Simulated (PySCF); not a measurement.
# Br+ (bromine, charge +1) across methods

[Ar] 3d10 4s1 4p5, high-spin 3P determinant (an excited configuration). Computed with PySCF 2.14 in dyall-av2z (16s12p8d, 92 functions), with the non-relativistic Hamiltonian (point nucleus).

```tsv
method	E (hartree)	mean ε 4s α (eV)	mean ε 4p α (eV)	mean ε 4p β (eV)	Σ⟨r²⟩ (bohr²)	⟨S²⟩
B97-3	-2573.021	-34.134	-20.585	-18.192	32.99	2.004
PBE	-2572.873	-31.355	-18.925	-17.124	32.88	2.002
LDA	-2569.700	-31.478	-19.014	-17.318	32.85	2.001
PBE0	-2572.943	-34.024	-20.535	-18.129	32.91	2.003
PBEsol	-2571.203	-31.362	-18.921	-17.104	32.86	2.002
B3LYP	-2573.274	-33.450	-20.130	-18.020	32.96	2.003
BP86	-2573.529	-31.477	-19.020	-17.298	32.87	2.002
r2SCAN	-2573.225	-32.532	-19.522	-17.286	32.88	2.005
```

**Question.** Estimate the same row for UHF.

**Answer.** E (hartree) = -2571.52128; mean ε 4s α (eV) = -41.167; mean ε 4p α (eV) = -24.544; mean ε 4p β (eV) = -19.827; Σ⟨r²⟩ (bohr²) = 33.46; ⟨S²⟩ = 2.014.
